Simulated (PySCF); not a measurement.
**Assigning NMR signals**

Atoms are numbered as in `[CH3:1][C:2]([CH3:3])([CH3:4])[C:5]#[C:6][B:7]([OH:8])[OH:9]`; H(Xn) means a hydrogen on atom n.

One averaged value for each set of equivalent atoms, non-relativistic Hamiltonian, in vacuum, one conformer. PBE0-D3(BJ)/def2-SVP structure; shieldings: GIAO PBE0/pcSseg-1; PySCF 2.14.

δ = σ(ref) − σ, references computed at the same level: ¹³C, ¹H vs TMS.

(1) Assign these signals to the numbered atoms. ¹³C{¹H} NMR (computed): δ 115.9 (C), 83.7 (C), 32.5 (CH3), 28.3 (C).

(2) Assign these signals to the numbered atoms. ¹H NMR (300 MHz, computed): δ 2.83 (br s, 2H), 1.21 (s, 9H).

Answers

(1) 
115.9 → C5, alkyne carbon
83.7 → C6, alkyne carbon: the triple bond shields along its axis, which puts it between sp3 and sp2 carbons
32.5 → C1/C3/C4, methyl carbon: aliphatic region, no heteroatom directly attached
28.3 → C2, propargylic quaternary sp3 carbon: a saturated carbon with 4 carbon neighbours and no heteroatom attached

(2) 
2.83 → H(O8)/H(O9), hydrogen on an oxygen bonded to B: exchangeable; this is the value without hydrogen bonding to other molecules
1.21 → H(C1)/H(C3)/H(C4), hydrogen on a methyl carbon

OH/NH shifts are gas-phase values; hydrogen bonding in solution moves them, usually downfield. A carbon bonded to boron is broadened by the quadrupolar boron nucleus and is often missing from a measured spectrum. Shifts are as computed. Against solution values, carbons near 30 ppm lie about +2 ppm off and those near 130 ppm about +5 ppm. Of 1211 compounds with measured shifts, 218 miss one by over three times the rms of a fit or turn the order of signals round; such compounds aren't used in these exercises.
